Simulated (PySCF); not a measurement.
Nuclear quadrupole coupling in `CC(C)[Si@H](N)[SiH2]Cl`

C3H12ClNSi2.
Geometry (GFN2-xTB, Å), atoms numbered from 1 in this order:
```xyz
19
C3H12ClNSi2 angstrom
C     -1.3159   -1.1355   -0.9881
C     -0.8932    0.2199   -0.4313
C     -2.0508    0.8524    0.3336
Si     0.6629    0.0487    0.6631
N      1.1676    1.6561    1.0350
Si     2.4141   -0.9543   -0.4584
Cl     4.1281   -0.6477    0.5884
H     -1.5691   -1.8184   -0.1796
H     -2.1913   -1.0352   -1.6291
H     -0.5140   -1.5820   -1.5736
H     -0.6611    0.8724   -1.2793
H     -1.7912    1.8526    0.6724
H     -2.9365    0.9293   -0.2965
H     -2.3084    0.2529    1.2045
H      0.2492   -0.7374    1.8531
H      2.0715    1.8002    1.4558
H      0.5093    2.3230    1.4059
H      2.3078   -2.4122   -0.5725
H      2.7113   -0.4756   -1.8108
```

Field gradients from the PBE0/pcSseg-1 density (PySCF, non-relativistic), principal values in atomic units, ordered |Vxx| ≤ |Vyy| ≤ |Vzz|:

```tsv
atom	Vxx	Vyy	Vzz
N5	0.3402	0.6166	-0.9569
Cl7	-1.0508	-1.1162	2.1670
```

**Question.** Find the asymmetry η = (Vxx − Vyy)/Vzz and the couplings χ = eQV/h (234.96 MHz × Q in barn × V in au), with Q(14N) = 0.02044 b, Q(35Cl) = −0.0817 b.

**Answer.** 
```tsv
atom	environment	nucleus	η	χzz (MHz)	χxx (MHz)	χyy (MHz)
N5	silicon-bound nitrogen	14N	0.29	-4.596	1.634	2.962
Cl7	silicon-bound chlorine	35Cl	0.03	-41.60	20.17	21.43
```

The gradient is axial or nearly so (η below 0.05) at Cl7. The tensor is traceless: Vxx + Vyy + Vzz = 0.

**Question.** What is Vzz at N5 in SI units (1 au = 9.71736 × 10²¹ V/m²)?

**Answer.** -0.9569 au = -9.298 × 10²¹ V/m².

**Question.** And the gradient at the other heavy atoms, for which no coupling is worked out here?

**Answer.** 
| atom | environment | Vzz (au) | η |
| --- | --- | --- | --- |
| C1 | methyl carbon | 0.048 | 0.37 |
| C2 | sp3 carbon bound to silicon | -0.082 | 0.74 |
| C3 | methyl carbon | 0.058 | 0.19 |
| Si4 | SiH silicon | 0.186 | 0.40 |
| Si6 | chlorine-bound silicon | 0.836 | 0.23 |

**Question.** What couplings would deuterons (Q(2H) = 0.00286 b) have in place of the hydrogens, at this geometry?

**Answer.** 
```tsv
atom	bonded to	bond length (Å)	Vzz (au)	η	χzz (kHz)
H8	C1	1.088	0.3128	0.02	210
H9	C1	1.090	0.3120	0.02	210
H10	C1	1.089	0.3152	0.03	212
H11	C2	1.095	0.3016	0.03	203
H12	C3	1.087	0.3179	0.02	214
H13	C3	1.090	0.3118	0.02	210
H14	C3	1.088	0.3127	0.02	210
H15	Si4	1.485	0.1471	0.01	99
H16	N5	1.007	0.4264	0.17	287
H17	N5	1.008	0.4292	0.17	288
H18	Si6	1.466	0.1592	0.05	107
H19	Si6	1.465	0.1605	0.05	108
```

One conformer (not necessarily the lowest) at the GFN2-xTB geometry, without solvent, vibrations or thermal averaging. GFN2-xTB bond lengths can be off by several hundredths of an ångström, more for odd bonds, and the gradients follow them. The basis is small and wasn't made for field gradients, so the couplings can be 20 % off.
